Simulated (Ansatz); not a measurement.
Stepwise reaction of `[OH][Y]([OH])[OH]` with hydrogen fluoride, as a gas-phase model of exchange steps in deposition or etching. ΔE in kJ/mol; ΔG adds harmonic PBE0-D4 terms to CCSD(T)/CBS, at 1 bar.

Calculated with Ansatz (gas phase, PBE0-D4/def2-TZVP geometries, no zero-point term in ΔE). CCSD(T)/CBS is the MP2 limit (def2-TZVPP, def2-QZVPP) plus CCSD(T) − MP2 in def2-TZVPP, frozen cores. This one scheme is used for every species. DFT in def2-TZVPP. B3LYP here is the variant with VWN-RPA as its local correlation; programs differ in this. Elements past krypton have def2 core potentials. For Y outer-core shells are correlated without core-valence functions, which leaves a few kJ/mol of doubt a bond. Each species was taken in one conformer, which may not be the lowest.

```csv
step,reaction,PBE-D4,B3LYP-D4,ωB97M-V,CCSD(T)/CBS,ΔG(400 K)
1,`[OH][Y]([OH])[OH]` + H–F → `[OH][Y]([OH])[F]` + H₂O,-63.0,-61.8,-60.2,-56.6,-59.5
3,`[OH][Y]([F])[F]` + H–F → `[F][Y]([F])[F]` + H₂O,-57.1,-55.1,-54.1,-51.6,-48.0
```

Give the row of step 2, `[OH][Y]([OH])[F]` + H–F → `[OH][Y]([F])[F]` + H₂O. (Best estimate.)

The calculation gave: 
```csv
step,reaction,PBE-D4,B3LYP-D4,ωB97M-V,CCSD(T)/CBS,ΔG(400 K)
2,`[OH][Y]([OH])[F]` + H–F → `[OH][Y]([F])[F]` + H₂O,-60.0,-58.5,-57.1,-54.1,-54.0
```

By hand: ΔE of the 3 steps together at CCSD(T)/CBS.

(-56.6) + (-54.1) + (-51.6) = -162.3 kJ/mol, or -54.1 kJ/mol a step.

In ΔE each step is higher than the one before. All are downhill at CCSD(T)/CBS. ΔG lies between -59.5 and -48.0 kJ/mol a step. PBE-D4 differs from CCSD(T)/CBS by -6.4 to -5.5 kJ/mol a step. Isolated molecules leave out the surface, adducts and barriers. Largest T1 diagnostic: 0.015.
